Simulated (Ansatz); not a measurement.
Job for Ansatz (a first-principles code): U-r2SCAN/cc-pVTZ on C2H5Ga (SMILES C=[CH][GaH2]), a point of a bond scan (R = 1.902 Å).

Ansatz 0.2 input:
```yaml
crystal:
  periodic: [false, false, false]
  atoms:
    - {symbol: Ga, position_ang: [-0.08715066, 0.10104622, 0.73305918]}
    - {symbol: H, position_ang: [-0.76539925, 1.51896569, 0.78932898]}
    - {symbol: H, position_ang: [0.22794711, -0.70697670, 2.04227001]}
    - {symbol: C, position_ang: [0.34544064, -0.60894069, -1.04139596]}
    - {symbol: C, position_ang: [0.07372601, 0.08545312, -2.14907111]}
    - {symbol: H, position_ang: [0.81534456, -1.58265613, -1.15772427]}
    - {symbol: H, position_ang: [0.47557986, -0.56355555, -3.89163589]}
    - {symbol: H, position_ang: [-0.39457853, 1.06456870, -2.11108447]}
basis:
  gaussian:
    orbitals: cc-pVTZ
hamiltonian:
  xc: {name: r2SCAN}
magnetization: {spin_polarized: true, initial_magnetization: 0}
```

Output:

```
WARN ansatz: RAYON_NUM_THREADS=1 ignored (pool sized by the plan → 1); use --threads N
Functional definition: r2SCAN
integrals: 0.08 GiB planned
991 factors; their error is unknown
mean field: 0.80 GiB planned
mean field evaluation 1: about -54518.9843 eV, gradient 4.4e1 eV
mean field evaluation 2: about -54475.0720 eV, gradient 8.4e1 eV
mean field evaluation 4: about -54527.6722 eV, gradient 1.7e1 eV
mean field evaluation 8: about -54529.1337 eV, gradient 1.2e-1 eV
mean field evaluation 16: about -54529.1166 eV, gradient 3.9e-4 eV
mean field -54529.11658398 eV, -2003.9080732984 hartree, gradient 7.9e-6 eV, S^2 0.000000; 1 other end points of the search recorded, 0 dependent functions left out
reference -54529.11660135 eV, -2003.9080739370 hartree; 24, 24 occupied and 149, 149 virtual orbitals, 991 factors
Total energy: -54529.11660135 eV, -2003.9080739370 hartree
```

The calculation finished and met its thresholds.

Cost: very roughly 19 core-seconds.
